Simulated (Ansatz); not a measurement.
Ansatz (an electronic-structure program) input:

Ansatz 0.2 input:
```yaml
crystal:
  periodic: [false, false, false]
  atoms:
    - {symbol: Cr, position_ang: [0.05333011, 0.04215251, 0.07001368]}
    - {symbol: O, position_ang: [1.48191633, -0.36852666, -0.42804382]}
    - {symbol: O, position_ang: [-0.46939476, -0.77381798, 1.30229939]}
    - {symbol: F, position_ang: [-1.04223281, 0.90301075, -0.96381920]}
basis:
  gaussian:
    orbitals: def2-TZVPD
hamiltonian:
  xc: {name: B2GP-PLYP}
magnetization: {spin_polarized: true, initial_magnetization: 1}
correlation: {electrons: outside_noble_gas}
```

Question: What final total energy does it print?

Answer: -1294.30443 Eh (B2GP-PLYP/def2-TZVPD). The basis has 168 functions.

The spin state was set by rule; other spins were not relaxed.

The determinant is spin-contaminated: <S^2> is 2.01 against 0.75 for a pure state.
